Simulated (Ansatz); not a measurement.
One change: `C[Se]C(C)=O` becomes `BC(C)=O`.

Ansatz, PBE0-D4/def2-TZVP geometries, multiplicity 1. Each molecule was computed in one conformer, which needn't be the lowest.

Scalar relativity is left out up to krypton.

```json
{"property": "HOMO energy (PBE/def2-TZVPP) / eV", "`C[Se]C(C)=O`": "-5.72"}
{"property": "size of the dipole moment (PBE/def2-TZVPP) / D", "`C[Se]C(C)=O`": "3.79"}
{"property": "HOMO–LUMO gap (ωB97M-V/def2-TZVPP) / eV", "`C[Se]C(C)=O`": "10.71"}
{"property": "LUMO energy (PBE/def2-TZVPP) / eV", "`C[Se]C(C)=O`": "-1.58"}
{"property": "HOMO–LUMO gap (PBE/def2-TZVPP) / eV", "`C[Se]C(C)=O`": "4.14"}
{"property": "size of the dipole moment (ωB97M-V/def2-TZVPP) / D", "`C[Se]C(C)=O`": "3.94"}
```

(1) What does the change do to each property? (An estimate is asked.)

## Answers

(1) Ansatz gave: 
```csv
property,`BC(C)=O`,shift
HOMO energy (PBE/def2-TZVPP) / eV,-6.63,-0.91
size of the dipole moment (PBE/def2-TZVPP) / D,3.17,-0.62
HOMO–LUMO gap (ωB97M-V/def2-TZVPP) / eV,11.36,0.65
LUMO energy (PBE/def2-TZVPP) / eV,-2.51,-0.93
HOMO–LUMO gap (PBE/def2-TZVPP) / eV,4.11,-0.03
size of the dipole moment (ωB97M-V/def2-TZVPP) / D,3.20,-0.74
```

With PBE0 the HOMO falls by 1.16 eV and the LUMO falls by 0.81 eV, so the gap widens by about 0.35 eV. PBE moves the HOMO by -0.91 eV and ωB97M-V by -1.37 eV. Dipoles are sizes alone; their direction can turn.

Spin–orbit coupling is left out; it splits and shifts lone-pair levels of the heavy atoms by tenths of an eV.
